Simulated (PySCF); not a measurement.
Nonlinear optical response: 3-acetylpyridine 1-oxide, C7H7NO2

Cartesian coordinates in Å; atom numbers follow the order of the lines, from 1:
```xyz
17

C    -2.529   -0.702    0.153
C    -1.580    0.409   -0.206
O    -1.974    1.492   -0.572
C    -0.101    0.153   -0.102
C     0.783    1.186   -0.429
C     2.146    0.935   -0.329
C     2.604   -0.303    0.083
N     1.741   -1.318    0.405
O     2.165   -2.433    0.776
C     0.397   -1.076    0.308
H    -3.558   -0.344    0.026
H    -2.364   -1.580   -0.490
H    -2.378   -1.025    1.194
H     0.378    2.146   -0.750
H     2.882    1.704   -0.572
H     3.653   -0.580    0.187
H    -0.206   -1.940    0.584
```

Method: PySCF 2.14.0, quadratic response CAM-B3LYP/aug-cc-pVDZ first hyperpolarisability, Taylor convention, gas phase. Geometry: PBE0-D3(BJ)/def2-SVP.

Problem. What is the first hyperpolarisability, and how does it disperse?

Solution. In au, Taylor convention; the vector part is βᵢ = ⅓ Σⱼ (βᵢⱼⱼ + βⱼᵢⱼ + βⱼⱼᵢ); β∥ is 3/5 of the vector part along the dipole, the dipole points from − to +:
```csv
process,λ (nm),β vector norm,β∥,β HRS,depolarisation ratio
"static β(0;0,0)",∞,337.3,-159.2,130.9,6.43
"second harmonic β(−2ω;ω,ω)",1907,372.4,-174.1,144.5,6.71
"Pockels β(−ω;ω,0)",1907,348.3,-163.9,–,–
"second harmonic β(−2ω;ω,ω)",1064,480.6,-219.1,187.3,7.34
"Pockels β(−ω;ω,0)",1064,375.1,-175.3,–,–
```

Problem. Which lowest excitations, dipole and polarisabilities go with it?

Solution. S1 3.84 eV (f = 0.038); S2 3.94 eV (f = 0.000); S3 4.44 eV (f = 0.000); dipole 1.30 D; isotropic α 101.5 au static, 102.0 au at 1907 nm, 103.2 au at 1064 nm, 103.6 au at 953.5 nm, 109.2 au at 532 nm.
